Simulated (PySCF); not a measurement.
```xyz
21

C      1.9374     1.8121     0.7436
O      1.3517     0.5424     0.9850
Ge    -0.0001    -0.0003    -0.0002
O      0.4002    -0.4247    -1.6592
C      1.1424    -1.6040    -1.9275
O     -0.6198    -1.4614     0.7573
C     -0.8440    -1.4904     2.1582
O     -1.1325     1.3425    -0.0838
C     -2.2358     1.2824    -0.9742
H      2.6701     2.0017     1.5432
H      2.4682     1.8409    -0.2258
H      1.1860     2.6209     0.7542
H      2.1831    -1.5250    -1.5625
H      0.6789    -2.4954    -1.4700
H      1.1701    -1.7426    -3.0193
H     -1.6800    -0.8297     2.4531
H      0.0545    -1.1907     2.7253
H     -1.1070    -2.5230     2.4351
H     -1.9185     1.0643    -2.0089
H     -2.7344     2.2638    -0.9582
H     -2.9705     0.5162    -0.6652
```

Charge 0, multiplicity 1.

Give the Mulliken and meta-Löwdin atomic charges from r2SCAN-D4/def2-TZVP // r2SCAN-D4/def2-SVP run with PySCF.


```csv
atom,Mulliken (e),meta-Löwdin (e)
C1,-0.15,-0.12
O2,-0.40,-0.60
Ge3,0.91,1.53
O4,-0.40,-0.60
C5,-0.15,-0.12
O6,-0.40,-0.60
C7,-0.15,-0.12
O8,-0.40,-0.60
C9,-0.15,-0.12
H10,0.11,0.12
H11,0.10,0.10
H12,0.12,0.11
H13,0.10,0.10
H14,0.12,0.11
H15,0.11,0.12
H16,0.10,0.10
H17,0.12,0.11
H18,0.11,0.12
H19,0.12,0.11
H20,0.11,0.12
H21,0.10,0.10
```
